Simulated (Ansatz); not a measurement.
Relaxation of AgH₂S (4 atoms, charge 1, multiplicity 1), to a largest force component of 0.02 eV/Å in at most 40 steps.

Level of theory: RKS r2SCANh-D4/def2-SVP in Ansatz.

```xyz
4
Properties=species:S:1:pos:R:3
Ag -0.151 -0.103 -2.064
S 0.157 -0.512 0.420
H -0.941 0.089 0.903
H 0.935 0.526 0.741
```

Q: Where does it end, and by what steps?

A: It converged. Limits of this set-up: the dipole of an ion depends on the origin. After 3 steps the energy has fallen by 0.019 eV; Ag1 moved furthest, 0.06 Å.

| step | energy less start (eV) | largest force component (eV/Å) | accepted |
| --- | --- | --- | --- |
| 0 | 0.0000 | 0.438 | yes |
| 1 | -0.0149 | 0.243 | yes |
| 2 | -0.0190 | 0.058 | yes |
| 3 | -0.0192 | 0.006 | yes |

```xyz
4
Properties=species:S:1:pos:R:3
Ag -0.148 -0.097 -2.004
S 0.156 -0.519 0.410
H -0.962 0.084 0.879
H 0.954 0.532 0.716
```

Whether the end is a true minimum wasn't checked by a vibrational analysis.

Run time: 18 s on 1 thread of Arm Neoverse V1 (shared host), peak memory 0.13 GiB.
